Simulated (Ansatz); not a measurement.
This geometry of CH₆BNSi (10 atoms, charge 0, multiplicity 1) is a first-order saddle point.

The calculation used RKS PBE0/def2-SVP in Ansatz 0.2.0.

```xyz
10
Properties=species:S:1:pos:R:3
C -1.165 0.712 -1.095
B -0.109 0.105 -0.121
N 0.093 -1.069 0.583
Si 1.494 -0.053 0.983
H -2.153 0.751 -0.606
H -0.909 1.724 -1.435
H -1.277 0.067 -1.983
H -0.381 -1.957 0.714
H 1.598 0.324 2.426
H 2.809 -0.603 0.533
```

(1) Which two structures does it join? (They come from a converged band through this point; their orientation in space is the band's.)

(2) How far does it lie above each of them?

## Answers

(1) No bond is made or broken. The dihedral H5–C1–B2–N3 goes from 123 to 1°. The two ends are copies of one structure, up to a mirror image or an exchange of like atoms.

Initial state:

```xyz
10
Properties=species:S:1:pos:R:3
C -1.200 0.692 -1.066
B -0.131 0.078 -0.114
N 0.339 -1.162 0.276
Si 1.318 0.004 1.193
H -1.893 1.336 -0.500
H -0.715 1.345 -1.810
H -1.788 -0.071 -1.601
H 0.144 -2.138 0.072
H 1.147 -0.067 2.677
H 2.779 -0.017 0.873
```

Final state:

```xyz
10
Properties=species:S:1:pos:R:3
C -1.165 0.679 -1.112
B -0.125 0.077 -0.121
N 0.015 -1.011 0.721
Si 1.530 -0.099 0.901
H -2.089 0.083 -1.180
H -1.432 1.705 -0.810
H -0.727 0.761 -2.120
H -0.530 -1.822 0.998
H 1.770 0.454 2.270
H 2.756 -0.827 0.452
```

(2) 2.2 kJ/mol above the first and 2.2 kJ/mol above the second. This is the barrier of this one path; another mechanism may lie lower.

Run time: 4.1 min on 1 thread of AMD EPYC (Zen 3), with other jobs on the host, peak memory 0.18 GiB.
